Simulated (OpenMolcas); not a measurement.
# Co3+: effect of the IPEA shift

| Quantity | Value |
| --- | --- |
| Program | OpenMolcas 26.06 |
| Basis | ANO-RCC-VTZP [6s5p3d2f1g] |
| Scalar Hamiltonian | DKH2, point nucleus |
| Active space | 12 electrons in 8 orbitals (RAS1 3p, at most 2 holes; RAS2 3d) |
| State averaging | 2S+1 = 5 even, 5 roots; 2S+1 = 3 even, 45 roots; 2S+1 = 1 even, 44 roots |
| Spin-orbit coupling | RASSI with atomic mean-field integrals over the reference wave functions, term energies averaged over their components |

Methods on the same reference wave functions:
A. RASSCF
B. MS-RASPT2, IPEA 0 Eh, imaginary shift 0.1 Eh (closed shells correlated: 3s)
C. MS-RASPT2, IPEA 0.25 Eh, imaginary shift 0.1 Eh (closed shells correlated: 3s)

Energies in cm-1 above 3d6 5D4, the measured ground level; measured values from Sugar and Corliss, J. Phys. Chem. Ref. Data 10, 1097 (1981).

```tsv
Level	A	B	C	Measured
3d6 5D4	0.0	0.0	0.0	0.0
3d6 5D3	659	662	661	639
3d6 5D2	1115	1117	1117	1078
3d6 5D1	1406	1407	1408	
3d6 5D0	1549	1549	1550	1494
3d6 3P2(1)	24553	22430	23300	22883
3d6 3P1(1)	26498	24360	25230	24729
3d6 3P0(1)	27248	25130	26000	25449
3d6 3H6	27668	23010	23720	23680
3d6 3F4(1) [70 %]	27831	24840	25700	
3d6 3H5	27972	23320	24040	24032
3d6 3H4 [73 %]	28339	23540	24260	
3d6 3F3(1)	28370	25170	26050	25736
3d6 3F2(1)	28624	25410	26300	25969
3d6 3G5	32916	28550	29280	29022
3d6 3G4	33467	29130	29870	29592
3d6 3G3	33717	29380	30120	29868
3d6 1G4(1)	39345	36880	37360	36683
3d6 3D1	40188	36180	36990	36382
3d6 3D2	40206	36200	37000	36348
3d6 3D3	40415	36400	37210	36554
3d6 1I6	41608	35640	36180	35943
3d6 1S0	41980	41380	42210	41442
3d6 1D2	47783	43540	43980	42342
```

Deviations, from unrounded energies. A percentage is the sum of absolute deviations over the sum of measured energies, with the sign that they share, or ± where signs differ.

```csv
Against measurement,Levels,A,B,C
mean absolute deviation (cm-1),20,2800,370,420
fine structure of the ground term (%),3,+3.5,+3.7,+3.7
other terms of the ground configuration (%),17,+10.6,±1.4,+1.6
```

B lies closest to measurement on these levels and A furthest from it. The largest miss of B in the table is 3d6 1D2, by +1200 cm-1. The ranking rests on the paired levels alone, and a cruder setting can come out closer through cancelling errors.

Between B and C the level of the table that moves most is 3d6 3F2(1), by 890 cm-1 (lowest in B, highest in C). Moves below CASPT2's spread within the term are not significant.

The mean deviations of B to C differ by less than CASPT2's widest spread within a term (1100 cm-1), so their order carries little weight.

From A to B the spin-free energies of the other terms of 3d6 shown, above 5D, scale by factors of 0.83 to 0.99.

The lowest spin-free term lies below A's lowest term by 0.395 hartree in B, 0.389 hartree in C.

CASPT2 breaks the degeneracy within a term, and the mean is taken; among the terms shown or strongly mixed into the levels shown the widest spread is 1100 cm-1 (3d6 1I, C). Active for correlation alone: 3p; no level in the range computed is led by a configuration that opens it, so any true level of that kind is missing. The CASPT2 spread within a term exceeds the gap to the next term for 3d6 3H and 3d6 3P(1), 3d6 3D and 3d6 1G(1), so the order of their levels is uncertain (figures for B; the like holds for C). Without dynamic correlation excited terms often stand tens of per cent too high (terms of higher spin than the ground term too low), and those without a measured partner can miss by more than the paired ones (holds for A). Computed and measured levels are paired by configuration, term and J; levels that our copy of the source lacks, or whose pairing is in doubt (as where it misses far off the trend of its configuration), stay unpaired and out of the deviations. Only configurations of the active space appear. Levels that lie high or do not pair safely by name in every column are left out.

A share in square brackets marks a mixed level and gives the weight of the term that names it, the lowest over the columns. A number in round brackets counts repeated terms of one configuration in the order of the reference energies.
